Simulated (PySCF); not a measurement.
Species: C₆H₆F₃ (doublet state).
Z-matrix (Å and degrees, GFN2-xTB geometry), rows numbered from 1:
```
F 
C   1  1.3401
F   2  1.3534  1  106.26
F   2  1.3534  1  106.27  3  -111.36
C   2  1.4829  1  112.50  3   124.33
C   5  1.3654  2  120.73  1   179.61
C   6  1.3891  5  135.05  2  -179.94
C   7  1.4886  6   93.69  5   179.95
C   6  1.5112  5  132.58  2     0.04
H   5  1.0763  2  116.58  1    -0.33
H   7  1.0731  6  133.73  5     0.07
H   8  1.0910  7  115.10  6   116.72
H   8  1.0911  7  115.05  6  -116.62
H   9  1.0875  6  114.47  5    63.71
H   9  1.0875  6  114.50  5   -63.63
```

The hyperfine couplings belong to this conformer and change with its torsions.

As a line formula: `FC(F)(F)/C=C1/[CH]CC1` [radical].

Level of theory: UKS B3LYP, pcH-1 on C F H, non-relativistic, mean-field spin-orbit, GIAO (PySCF 2.14.0). Isolated species at its GFN2-xTB geometry, gas phase. The geometry wasn't refined by DFT: couplings that depend on bond lengths, twists or pyramidal angles can differ widely from those at the functional's own minimum. Stability of the SCF solution: not tested. ⟨S²⟩ is 0.775 where a pure state has 0.75.

Task: Match the computed a_iso(13C) values +60.2, +50.7, -47.6, -26.0, -23.7, +6.9 MHz with the sites C2; C5; C6; C7; C8; C9.

Result: 
```json
{"site": "C2", "a_iso (MHz)": "-26.0", "ρ(0) (bohr⁻³)": "-0.0231", "position": "1 bond from C5", "distance from C7 (Å)": "3.84", "spin population": "-0.02", "largest |T| (MHz)": "2.0"}
{"site": "C5", "a_iso (MHz)": "+50.7", "ρ(0) (bohr⁻³)": "+0.0451", "position": "a main spin site", "distance from C7 (Å)": "2.55", "spin population": "+0.61", "largest |T| (MHz)": "96.9"}
{"site": "C6", "a_iso (MHz)": "-47.6", "ρ(0) (bohr⁻³)": "-0.0424", "position": "1 bond from C5", "distance from C7 (Å)": "1.39", "spin population": "-0.24", "largest |T| (MHz)": "26.9"}
{"site": "C7", "a_iso (MHz)": "+60.2", "ρ(0) (bohr⁻³)": "+0.0536", "position": "largest spin population", "distance from C7 (Å)": "0.00", "spin population": "+0.65", "largest |T| (MHz)": "102.7"}
{"site": "C8", "a_iso (MHz)": "-23.7", "ρ(0) (bohr⁻³)": "-0.0211", "position": "1 bond from C7", "distance from C7 (Å)": "1.49", "spin population": "-0.06", "largest |T| (MHz)": "2.1"}
{"site": "C9", "a_iso (MHz)": "+6.9", "ρ(0) (bohr⁻³)": "+0.0061", "position": "2 bonds from C7", "distance from C7 (Å)": "2.09", "spin population": "+0.02", "largest |T| (MHz)": "1.6"}
```

ρ(0) is the spin density at the nucleus and T the dipolar tensor; entries for several nuclei are means. The Mulliken spin populations are largest on C7 (+0.65), C5 (+0.61) and C6 (-0.24). The angles at C7 add up to 360.0°, so it is planar; its axial dipolar tensor and the negative coupling of its proton fit spin in a p orbital normal to that plane. Main spin sites, with 60 % or more of the largest population: C5, C7; positions count bonds from the nearest.

The spin density at the nucleus, in bohr⁻³, is negative for C6 (-0.0424), C2 (-0.0231) and C8 (-0.0211), for instance. A restricted open-shell determinant has no negative spin density anywhere; here it arises because α and β orbitals differ (spin polarisation).

Class means assume fast exchange of nuclei equivalent by connectivity; if that motion is slow, each nucleus keeps its own coupling. The three 19F nuclei of mean +48.7 MHz run from -2.0 to 74.6 MHz in the frozen geometry.

Hardware: one thread, Arm Neoverse V2 (aarch64), shared host. Cost: 82 s of wall time (with the writing of density and orbital grids), 0.97 GiB resident at most.
